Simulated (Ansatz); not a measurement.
`C[NH][Ge]([Cl])([NH]C)[NH]C`. The species carries charge 0 and has multiplicity 1. Geometry: relaxed with PBE0-D4/def2-TZVP. It is one conformer, not always the lowest.

```xyz
20

C    -0.858    0.168    2.707
N     0.136    0.445    1.693
Ge   -0.013   -0.125   -0.013
Cl   -0.249   -2.284    0.070
N     1.538    0.351   -0.833
C     2.792   -0.265   -0.433
N    -1.502    0.456   -0.874
C    -1.963   -0.100   -2.130
H    -0.413    0.234    3.704
H    -1.728    0.836    2.674
H    -1.223   -0.855    2.586
H     0.605    1.332    1.794
H     1.446    0.416   -1.837
H     2.849   -0.294    0.657
H     2.916   -1.293   -0.797
H     3.637    0.330   -0.790
H    -1.664    1.448   -0.786
H    -3.032    0.093   -2.261
H    -1.832   -1.183   -2.114
H    -1.440    0.289   -3.015
```

What is the dipole moment at ωB97M-V/def2-TZVPP? (An estimate is asked.)

Ansatz gave: 2.70 D, with components (0.22, 2.56, -0.81) D in this frame, pointing from negative to positive charge.

And with PBE, r2SCAN, B3LYP? (An estimate is asked.)

Ansatz gave: PBE 2.69 D, r2SCAN 2.75 D, B3LYP 2.71 D.

Give the Mulliken charges with ωB97M-V, B3LYP, r2SCAN in def2-TZVPP. (Estimate.)

Ansatz gave: 
```csv
atom,ωB97M-V,B3LYP,r2SCAN
C1,-0.22,-0.17,-0.03
N2,-0.30,-0.31,-0.33
Ge3,0.58,0.63,0.60
Cl4,-0.31,-0.36,-0.35
N5,-0.30,-0.31,-0.33
C6,-0.24,-0.19,-0.05
N7,-0.28,-0.30,-0.32
C8,-0.24,-0.18,-0.05
H9,0.11,0.09,0.05
H10,0.11,0.09,0.05
H11,0.11,0.10,0.06
H12,0.10,0.12,0.13
H13,0.09,0.11,0.12
H14,0.11,0.09,0.06
H15,0.12,0.10,0.06
H16,0.12,0.10,0.05
H17,0.09,0.11,0.12
H18,0.12,0.10,0.05
H19,0.12,0.10,0.06
H20,0.10,0.08,0.04
```

B3LYP here is the variant with VWN-RPA as its local correlation; programs differ in this.
